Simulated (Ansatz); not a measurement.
Basis-set extrapolation for CH$_{5}$ClO$_{2}$Si$_{2}$ (`O=C[SiH](Cl)O[SiH3]`) (PBE0-D4/def2-TZVP geometry, frozen core, Ansatz). Multiplicity 1, RHF reference.

```csv
,def2-TZVPP,def2-QZVPP
HF,-1228.123496,-1228.164072
MP2 correlation,-1.042246,-1.128666
CCSD(T) correlation,-1.137466,not run
```

Energies in hartree. Use E(X) = E(∞) + A·exp(−7.88·√X) for Hartree–Fock and E(X) = E(∞) + B·X^(−2.97) for correlation, with X = 3 and 4, and add CCSD(T) minus MP2 of the smaller set to the MP2 limit.

Q: What is the CCSD(T) energy at the basis-set limit?

A: HF limit: -1228.164072 + (-0.040576) × 0.13774 = -1228.16966. MP2 limit: -1.128666 + (-0.086420) × 0.74074 = -1.19268. Higher-order term: -1.137466 − (-1.042246) = -0.09522. Total: -1229.45756 hartree, 516.2 kJ/mol below CCSD(T)/def2-TZVPP.
